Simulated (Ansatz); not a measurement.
Computed with Ansatz on PBE0-D4/def2-TZVP structures; ΔE is electronic, products minus reactants. CCSD(T)/CBS is the MP2 limit (def2-TZVPP, def2-QZVPP) plus CCSD(T) − MP2 in def2-TZVPP, frozen cores. This one scheme is used for every species. Each species was taken in one conformer, which may not be the lowest.

Consider the formal hydrolysis of the Si–Si bond: `FC[SiH]([SiH3])Cl` + H₂O → `O[SiH](Cl)CF` + SiH₄.

```
            species  CCSD/CBS(def2) energy (Eh)
`FC[SiH]([SiH3])Cl`                 -1179.38846
                H₂O                   -76.37179
     `O[SiH](Cl)CF`                  -964.34155
               SiH₄                  -291.45922
```

Question: Work out ΔE.

Answer: ΔE = (-964.34155) + (-291.45922) − (-1179.38846) − (-76.37179) = -0.04052 Eh = -1.10 eV. CCSD(T)/CBS gives -1.07 eV.

Largest T1 diagnostic among the species: 0.011.

In def2-TZVPP, CCSD(T) changes the Hartree–Fock value by +0.24 eV (the triples alone add +0.03 eV) and MP2 by +0.18 eV. From PBE to PBE0 (25 % exact exchange), in def2-TZVPP and without D4, ΔE moves by −0.05 eV. The D4 term adds +0.06 eV with B3LYP and +0.03 eV with PBE0; it sums over pairs of atoms, weighted by their polarisabilities, and B3LYP, whose exchange is more repulsive, gets the larger term.

B3LYP here is the variant with VWN-RPA as its local correlation; programs differ in this.
